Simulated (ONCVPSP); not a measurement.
# Lu: ONCV pseudisation with PBE, scalar-relativistic reference atom.

The input file (ONCVPSP 4.0.1):

```
# ATOM AND REFERENCE CONFIGURATION
# atsym  z   nc   nv     iexc    psfile
  Lu 71.00   10    4        4      upf
#
#   n    l    f
    1    0    2.00
    2    0    2.00
    2    1    6.00
    3    0    2.00
    3    1    6.00
    3    2   10.00
    4    0    2.00
    4    1    6.00
    4    2   10.00
    4    3   14.00
    5    0    2.00
    5    1    6.00
    5    2    1.50
    6    0    1.50
#
# PSEUDOPOTENTIAL AND OPTIMIZATION
# lmax
    2
#
#   l,   rc,      ep,       ncon, nbas, qcut
    0    2.20    0.00    4    8    6.60
    1    1.95    0.00    4    8    5.40
    2    3.50    0.00    3    8    4.30
#
# LOCAL POTENTIAL
# lloc, lpopt,  rc(5),   dvloc0
    4    5    1.85    2.00
#
# VANDERBILT-KLEINMAN-BYLANDER PROJECTORs
# l, nproj, debl
    0    2    3.50
    1    2    2.10
    2    1    2.90
#
# MODEL CORE CHARGE
# icmod, fcfact, rcfact
    3    3.50    1.40
#
# LOG DERIVATIVE ANALYSIS
# epsh1, epsh2, depsh
   -4.00    5.00    0.02
#
# OUTPUT GRID
# rlmax, drl
    6.00    0.01
#
# TEST CONFIGURATIONS
# ncnf
    4
# nvcnf
#   n    l    f
    4
    5    0    2.00
    5    1    6.00
    5    2    1.00
    6    0    2.00
#
    4
    5    0    2.00
    5    1    6.00
    5    2    1.00
    6    0    1.00
#
    4
    5    0    2.00
    5    1    6.00
    5    2    1.00
    6    0    0.00
#
    4
    5    0    1.00
    5    1    6.00
    5    2    1.00
    6    0    2.00
#
```

Command:

```bash
oncvpsp.x < Lu.dat > Lu.out
```

Resulting log (shortened: citation, most of the input echo, consistency checks and plot data are left out):

```
ONCVPSP  (Optimized Norm-Conservinng Vanderbilt PSeudopotential)
scalar-relativistic version 4.0.1

#   n    l    f        energy (Ha)
    1    0    2.00    -2.3242502E+03
    2    0    2.00    -3.9562296E+02
    2    1    6.00    -3.4800813E+02
    3    0    2.00    -8.9642934E+01
    3    1    6.00    -7.5356912E+01
    3    2   10.00    -5.8218806E+01
    4    0    2.00    -1.7830337E+01
    4    1    6.00    -1.3143623E+01
    4    2   10.00    -7.0333288E+00
    4    3   14.00    -3.3402816E-01
    5    0    2.00    -2.2232842E+00
    5    1    6.00    -1.1446943E+00
    5    2    1.50    -5.5371957E-02
    6    0    1.50    -1.6614316E-01

Reference configufation results
  iterations    32
  all-electron total energy (Ha)   -1.45632899D+04

Begin loop to  construct optimized pseudo wave functions
and semi-local pseudopoentials for all angular momenta

Calculating optimized projector #   1

 for l=   0

    Fraction of norm inside rc  0.983355
    Optimizing pswf for qcut=   6.61 a_B^-1,  ecut=  21.82 Ha
    Residual kinetic energy error=  3.40D-08 Ha

    Energy error per electron        Cutoff
         Ha          eV             Ha
         0.01000     0.27211        6.24
         0.00100     0.02721       11.87
         0.00010     0.00272       15.04
         0.00001     0.00027       17.34

Calculating optimized projector #   2

 for l=   0

    Fraction of norm inside rc  0.098990
    Optimizing pswf for qcut=   6.61 a_B^-1,  ecut=  21.82 Ha
    Residual kinetic energy error=  1.32D-07 Ha

    Energy error per electron        Cutoff
         Ha          eV             Ha
         0.01000     0.27211        3.50
         0.00100     0.02721       11.06
         0.00010     0.00272       14.95
         0.00001     0.00027       17.78

   Wellstate for l =  1  n =  7
     eigenvalue =   0.9553
     asymptotic potential =   1.4553
     half-point radius =  4.9057

Calculating optimized projector #   1

 for l=   1

    Fraction of norm inside rc  0.868266
    Optimizing pswf for qcut=   5.41 a_B^-1,  ecut=  14.62 Ha
    Residual kinetic energy error=  1.82D-05 Ha

    Energy error per electron        Cutoff
         Ha          eV             Ha
         0.01000     0.27211        7.11
         0.00100     0.02721        9.12
         0.00010     0.00272       11.01
         0.00001     0.00027       30.59

Calculating optimized projector #   2

 for l=   1

    Fraction of norm inside rc  0.076870
    Optimizing pswf for qcut=   5.41 a_B^-1,  ecut=  14.62 Ha
    Residual kinetic energy error=  8.33D-05 Ha

    Energy error per electron        Cutoff
         Ha          eV             Ha
         0.01000     0.27211        6.34
         0.00100     0.02721        8.54
         0.00010     0.00272       13.56
         0.00001     0.00027       53.17

Calculating optimized projector #   1

 for l=   2

    Fraction of norm inside rc  0.691230
    Optimizing pswf for qcut=   4.30 a_B^-1,  ecut=   9.24 Ha
    Residual kinetic energy error=  4.09D-07 Ha

    Energy error per electron        Cutoff
         Ha          eV             Ha
         0.01000     0.27211        4.69
         0.00100     0.02721        6.17
         0.00010     0.00272        7.17
         0.00001     0.00027        8.26

Construct Vanderbilt / Kleinmman-Bylander projectors

B matrix Hermiticity error, ll=   0
   1   2    2.0347E-04

  Orthonormal projector coefficients  3.1620E+00 -7.9262E-01

B matrix Hermiticity error, ll=   1
   1   2   -2.1641E-04

  Orthonormal projector coefficients  1.1540E+00 -9.4583E-01

Model core correction analysis
  based on d2Exc/dn_idn_j

d2excae - all-electron derivatives

   -2.684609D-02   -2.329601D-02   -6.428420D-03   -1.446236D-03
   -2.329597D-02   -2.391202D-02   -9.884074D-03   -2.744056D-03
   -6.428316D-03   -9.884002D-03   -1.723205D-02   -1.836747D-02
   -1.445908D-03   -2.743196D-03   -1.836343D-02   -2.701929D-02

d2excps - pseudofunction derivatives with no core correction

   -4.984405D-02   -3.426880D-02   -6.131859D-03   -2.997579D-03
   -3.426976D-02   -3.225264D-02   -1.066386D-02   -3.441187D-03
   -6.131559D-03   -1.066366D-02   -2.025334D-02   -1.961916D-02
   -2.998114D-03   -3.440135D-03   -1.961456D-02   -2.786717D-02

rms 2nd derivative error    7.329124E-03

rmatch, rhocmatch    1.0861    5.9547

Teter function model core charge with specified parameters

d2excps - pseudofunction derivatives with core correction

   -3.019936D-02   -2.418914D-02   -5.479505D-03   -1.852959D-03
   -2.418904D-02   -2.511124D-02   -9.905515D-03   -2.965377D-03
   -5.479257D-03   -9.905421D-03   -1.977849D-02   -1.945993D-02
   -1.852563D-03   -2.964318D-03   -1.945521D-02   -2.769083D-02

rms 2nd derivative error    1.270565E-03

Pseudoatom total energy  -42.192817

Diagnostic tests using Vanderbilt-Kleinman-Bylander pseudopotentials
  1 or more projectors used as specified by nproj input data

   l    rcore       rmatch      e in        delta e   norm test  slope test

   0   2.2000922   2.2668917  -2.2232842   0.0000013   1.0002115   1.0001957
   0   2.2000922   2.2668917  -0.1661432   0.0000008   1.0000171   1.0000136

   1   1.9520065   2.0112737  -1.1446943  -0.0000003   1.0001210   1.0001282
   1   1.9520065   2.0112737   0.9553057   0.0000207   1.0002354   1.0002354

   2   3.5081922   3.6147085  -0.0553720  -0.0000050   0.9999936   0.9999309

 Testing for bound ghosts
   n   l    E NL Schr. Eq   E Basis Diag.   E Cutoff

   1   0       -2.223283       -2.223283     54.84
   2   0       -0.166142       -0.147182     54.84

   2   1       -1.144695       -1.144684     79.70

   3   2       -0.055377       -0.054632     20.96

 Testing for highly-localized positive-energy ghosts
       l    <radius>/rc     E Basis Diag.   E Cutoff

Test configuration 0

   n   l     f        eae           eps        diff
   1   0  2.0000-2324.25017132
   2   0  2.0000 -395.62296279
   2   1  6.0000 -348.00812637
   3   0  2.0000  -89.64293407
   3   1  6.0000  -75.35691181
   3   2 10.0000  -58.21880642
   4   0  2.0000  -17.83033703
   4   1  6.0000  -13.14362325
   4   2 10.0000   -7.03332881
   4   3 14.0000   -0.33402816
   5   0  2.0000   -2.22328423   -2.22328291    1.32D-06
   5   1  6.0000   -1.14469433   -1.14469459   -2.51D-07
   5   2  1.5000   -0.05537196   -0.05537698   -5.02D-06
   6   0  1.5000   -0.16614316   -0.16614237    7.92D-07

    Total energies and differences
      AE_ref= -1.45632899D+04  AE_tst= -1.45632899D+04  dif=  0.00D+00
      PS_ref= -4.21928170D+01  PS_tst= -4.21928170D+01  dif=  7.11D-14
      PSP excitation error= -7.11D-14

Test configuration 1

   n   l     f        eae           eps        diff
   1   0  2.0000-2324.26820613
   2   0  2.0000 -395.64221708
   2   1  6.0000 -348.02734846
   3   0  2.0000  -89.66179606
   3   1  6.0000  -75.37577554
   3   2 10.0000  -58.23778677
   4   0  2.0000  -17.84942303
   4   1  6.0000  -13.16281919
   4   2 10.0000   -7.05274527
   4   3 14.0000   -0.35366993
   5   0  2.0000   -2.24388440   -2.24167050    2.21D-03
   5   1  6.0000   -1.16354316   -1.16239013    1.15D-03
   5   2  1.0000   -0.06429442   -0.06376574    5.29D-04
   6   0  2.0000   -0.17122821   -0.17150973   -2.82D-04

    Total energies and differences
      AE_ref= -1.45632899D+04  AE_tst= -1.45633443D+04  dif= -5.44D-02
      PS_ref= -4.21928170D+01  PS_tst= -4.22474815D+01  dif= -5.47D-02
      PSP excitation error=  2.64D-04

Test configuration 2

   n   l     f        eae           eps        diff
   1   0  2.0000-2324.51635311
   2   0  2.0000 -395.88900639
   2   1  6.0000 -348.27421229
   3   0  2.0000  -89.90819034
   3   1  6.0000  -75.62217856
   3   2 10.0000  -58.48417305
   4   0  2.0000  -18.09594391
   4   1  6.0000  -13.40936529
   4   2 10.0000   -7.29926503
   4   3 14.0000   -0.60010037
   5   0  2.0000   -2.49061525   -2.49297308   -2.36D-03
   5   1  6.0000   -1.41031480   -1.41215785   -1.84D-03
   5   2  1.0000   -0.28920603   -0.28882814    3.78D-04
   6   0  1.0000   -0.37522948   -0.37530322   -7.37D-05

    Total energies and differences
      AE_ref= -1.45632899D+04  AE_tst= -1.45630736D+04  dif=  2.16D-01
      PS_ref= -4.21928170D+01  PS_tst= -4.19765298D+01  dif=  2.16D-01
      PSP excitation error=  2.16D-05

Test configuration 3

psatom: WARNING lschvkbb convergence error n,l,iter=   3   2   4
ea(ii),et,emin,emax -6.053920E-02 -6.659312E-02 -6.659312E-02 -6.659312E-02
run_config: WARNING for fully non-local PS atom, stg. 1
 WARNING no output for configuration 4

Test configuration 4

   n   l     f        eae           eps        diff
   1   0  2.0000-2324.78657170
   2   0  2.0000 -396.14175654
   2   1  6.0000 -348.52844527
   3   0  2.0000  -90.14562336
   3   1  6.0000  -75.85987393
   3   2 10.0000  -58.72297422
   4   0  2.0000  -18.34035357
   4   1  6.0000  -13.65563770
   4   2 10.0000   -7.54677645
   4   3 14.0000   -0.83902393
   5   0  1.0000   -2.70637987   -2.77242785   -6.60D-02
   5   1  6.0000   -1.59953645   -1.63906921   -3.95D-02
   5   2  1.0000   -0.39558213   -0.39148145    4.10D-03
   6   0  2.0000   -0.42985253   -0.43567846   -5.83D-03

    Total energies and differences
      AE_ref= -1.45632899D+04  AE_tst= -1.45608797D+04  dif=  2.41D+00
      PS_ref= -4.21928170D+01  PS_tst= -3.97496099D+01  dif=  2.44D+00
      PSP excitation error= -3.30D-02
```

The run took about 4.2 s on one core of a shared server CPU.
